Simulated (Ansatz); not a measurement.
Consider the cleavage of the Zn–Ga bond: `[F][GaH][ZnH]` + CH₃OH → `C[O][ZnH]` + `[F][GaH2]`.

Calculated with Ansatz (gas phase, PBE0-D4/def2-TZVP geometries, no zero-point term in ΔE). CCSD(T)/CBS is the MP2 limit (def2-TZVPP, def2-QZVPP) plus CCSD(T) − MP2 in def2-TZVPP, frozen cores. This one scheme is used for every species. Functionals use def2-TZVPP. For Ga, Zn outer-core shells are correlated without core-valence functions, which leaves a few kJ/mol of doubt a bond. Scalar relativity is left out up to krypton.

(1) Is it downhill or uphill in electronic energy at CCSD(T)/CBS, and by how much? (Estimate.)

(2) What do these levels give: LDA (SPW92), PBE-D4, BLYP-D4, PBE0-D4, BHLYP-D4, ωB97X-V, BLYP, r2SCAN, MP2/def2-TZVPP, SCS-MP2/def2-TZVPP, CCSD(T)/def2-TZVPP, CCSD/CBS(def2)? (Estimate.)

(3) What do rigid-rotor, harmonic-oscillator terms from PBE0-D4/def2-TZVP frequencies (298.15 K, 1 bar) make of the CCSD(T)/CBS value? (Estimate.)

Largest T1 diagnostic among the species: 0.017.

Results:

(1) Computed: Uphill: ΔE = +0.08 eV.

(2) Computed: LDA (SPW92) 0.06, PBE-D4 0.15, BLYP-D4 0.07, PBE0-D4 0.18, BHLYP-D4 0.13, ωB97X-V 0.04, BLYP 0.10, r2SCAN 0.03, MP2/def2-TZVPP -0.05, SCS-MP2/def2-TZVPP -0.03, CCSD(T)/def2-TZVPP 0.03, CCSD/CBS(def2) 0.10 eV.

(3) Computed: ΔZPE = -0.11 eV, ΔH = -0.03 eV, ΔS = -6 J/(mol·K), ΔG = -0.02 eV.

From r2SCAN to r2SCAN0 (25 % exact exchange), in def2-TZVPP and without D4, ΔE moves by +0.07 eV. Leaving LDA and LC-ωPBE aside and taking each functional with its dispersion term where it has one, the values, not all of them listed here, spread over 0.18 eV, from B97M-V to HSE06-D4. LDA lies −0.10 eV from PBE without D4. In def2-TZVPP, CCSD(T) changes the Hartree–Fock value by −0.08 eV (the triples alone add −0.02 eV) and MP2 by −0.16 eV.
